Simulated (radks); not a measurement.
Polarisability of the neon ion Ne2+, [He] 2s2 2p4, at imaginary frequency. All-electron calculation, non-relativistic Kohn-Sham, LB94 model potential, spin-polarised, spherical densities, point nucleus; open shells are filled with parallel spins first. Program: a radial shooting solver on a logarithmic mesh with Libxc functionals. Response by self-consistent Sternheimer equations with the Hartree and adiabatic LDA kernel.

w (hartree),alpha1(iw) (bohr^3)
0.00266,0.8579
0.0143,0.8578
0.0360,0.8574
0.0697,0.8560
0.118,0.8523
0.186,0.8444
0.280,0.8283
0.413,0.7984
0.605,0.7469
0.892,0.6660
1.35,0.5500
2.12,0.3985
3.59,0.2303
6.94,0.09131
17.5,0.01885

Static values: alpha1 = 0.8579 bohr^3 (0.1271 angstrom^3; uncoupled 1.073). C6 = 1.076, triple-dipole C9 = 0.6449 atomic units. One-pole (London) frequency 4 C6 / (3 alpha1^2) = 1.949 hartree, against 2.302 for minus the highest occupied eigenvalue.
